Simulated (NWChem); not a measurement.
CdIBr; SMILES [I][Cd][Br]

All runs: NWChem. Geometry: optimised at PBE-D3(BJ)/def2-SVP. def2 effective core potentials on Cd, I; no spin-orbit coupling. Level M06-2X/def2-SVP: energy and gradient on several grids; changes count from the extra-fine grid, which is no exact limit either.

```
grid     size of the energy change (μHa)  largest change of a gradient component (μHa/bohr)
-------  -------------------------------  -------------------------------------------------
xcoarse                               20                                                200
coarse                                10                                                 50
medium                              < 10                                               < 30
fine                                < 10                                               < 30
xfine                               < 10                                               < 30
```
